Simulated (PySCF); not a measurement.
Interval between two levels of N⁺ by level of theory

N⁺ [He] 2s2 2p2 [3P2, M_J = 2] → N⁺ [He] 2s2 2p1 3s1 [3P2, M_J = 2], as a difference of total energies. All numbers are calculated (PySCF 2.14, the two-component X2C-1e Hamiltonian, in x2c-SVPall-2c with one added diffuse shell of s type (4s2p1d, 15 functions)). Correlated levels: 1s2 frozen. "Screened" scales the spin-orbit matrix elements by Boettger's factors to mimic the two-electron term; Breit and QED terms are absent.

| method | interval between two levels (cm⁻¹) |
| --- | --- |
| GHF (spin-free) | 149960 |
| GMP2 (spin-free) | 150060 |
| GHF (screened spin-orbit) | 149970 |
| GMP2 (screened spin-orbit) | 150070 |

Errors of the correlated levels include the incompleteness of this basis and the frozen core.

The labels give the starting determinants; with spin-orbit coupling the two ends relaxed to ⟨J²⟩ = 6.01, ⟨L²⟩ = 2.00, ⟨S²⟩ = 2.00 and ⟨J²⟩ = 6.00, ⟨L²⟩ = 2.00, ⟨S²⟩ = 2.00.

For comparison: 148950 cm⁻¹ (measured; NIST Handbook of Basic Atomic Spectroscopic Data (Sansonetti and Martin, J. Phys. Chem. Ref. Data 34, 1559 (2005))).
